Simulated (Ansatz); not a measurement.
Geometry optimisation, RHF/def2-SVP (Ansatz).

Input file:

```yaml
crystal:
  periodic: [false, false, false]
  atoms:
    - { symbol: Al, position_ang: [0.026201, 0.294067, -0.057089] }
    - { symbol: Cl, position_ang: [-0.062973, 0.336878, 2.132719] }
    - { symbol: F, position_ang: [1.523507, 0.555606, -0.683773] }
    - { symbol: H, position_ang: [-1.258717, 0.281776, -0.926465] }
    - { symbol: S, position_ang: [0.312287, -3.033382, 0.811497] }
    - { symbol: H, position_ang: [-0.973613, -3.330047, 0.61539] }
    - { symbol: H, position_ang: [0.066607, -2.228798, 1.893921] }
basis:
  gaussian: { orbitals: def2-SVP }
hamiltonian:
  xc: hf
relax:
  f_tol: 0.03
  max_steps: 50
output:
  orbitals: {}
```

Launched with:

```bash
$ ansatz run input.yaml --threads 1 --pin off --max-ram 2048MiB --backend cpu --events-out ev --progress --plain --runs-dir out
```

Problem. Where does it end, and by what steps?

Solution. The run converged. The force dipped under the threshold on the way, but the program's further checks kept it going. After 41 steps the energy has fallen by 0.450 eV; H7 moved furthest, 1.45 Å. Joined: Al1–S5 (3.45 → 2.63 Å).

```
step  energy less start (eV)  largest force component (eV/Å)  accepted
   0                  0.0000                           1.288       yes
   2                 -0.2725                           0.866       yes
   4                 -0.3813                           0.570       yes
   6                 -0.4095                           0.145       yes
   8                 -0.4120                           0.064       yes
  10                 -0.4152                           0.113       yes
  12                 -0.4190                           0.053       yes
  14                 -0.4231                           0.119       yes
  16                 -0.4256                           0.064       yes
  18                 -0.4233                           0.576        no
  20                 -0.4320                           0.167       yes
  22                 -0.4345                           0.079       yes
  24                 -0.4367                           0.251       yes
  26                 -0.4400                           0.184        no
  28                 -0.4417                           0.152       yes
  30                 -0.4438                           0.041       yes
  32                 -0.4453                           0.279       yes
  34                 -0.4482                           0.009       yes
  36                 -0.4481                           0.255        no
  38                 -0.4487                           0.255        no
  40                 -0.4492                           0.089        no
  41                 -0.4500                           0.021       yes
```

```xyz
7
Properties=species:S:1:pos:R:3
Al -0.081 -0.001 0.089
Cl -0.885 0.639 1.948
F 1.580 -0.057 0.023
H -0.892 0.222 -1.226
S -0.249 -2.599 0.428
H -0.836 -2.609 1.628
H 0.997 -2.718 0.897
```

Whether the end is a true minimum wasn't checked by a vibrational analysis.

Time of the run: 61 s on 1 thread of Arm Neoverse V2, with other jobs on the host, peak memory 0.15 GiB.
